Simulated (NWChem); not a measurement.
**Excited singlets of CCl2 by symmetry**

```xyz
3

Cl     1.4022     0.0000     0.1491
C      0.0000     0.0000    -0.8450
Cl    -1.4022     0.0000     0.1491
```
Charge 0, spin multiplicity 1.

Everything below was run with NWChem. The geometry was optimised at PBE0/def2-SVP, a minimum by its harmonic frequencies.

Basis set: aug-cc-pVDZ. Symmetry labels belong to the abelian group C2v used in the runs, with the axes of the coordinates shown. Entries are the lowest vertical excitation energy of each symmetry in eV (for CIS and TDDFT among the lowest few roots); a state of one symmetry need not have the same character in every method. Symmetries that some method's roots don't reach, or where a double excitation leads the EOM-CCSD root, are left out.

The correlated methods keep 11 core orbitals frozen. B3LYP has NWChem's definition, with VWN1-RPA local correlation. The structure started from a generated list of species. Coupled-cluster values serve here as a point of comparison, not as the truth.

```csv
method,b2,a2,a1,b1
CIS,2.72,6.12,6.97,7.21
TD-PBE,2.46,3.79,5.39,5.28
TD-B3LYP,2.47,4.18,5.65,5.54
TD-LDA (SVWN5),___,___,___,___
EOM-CCSD,2.69,4.60,6.23,5.62
```

Task: Complete the blanks.

Result: 
- TD-LDA (SVWN5), b2: 2.36
- TD-LDA (SVWN5), a2: 3.73
- TD-LDA (SVWN5), a1: 5.30
- TD-LDA (SVWN5), b1: 5.26
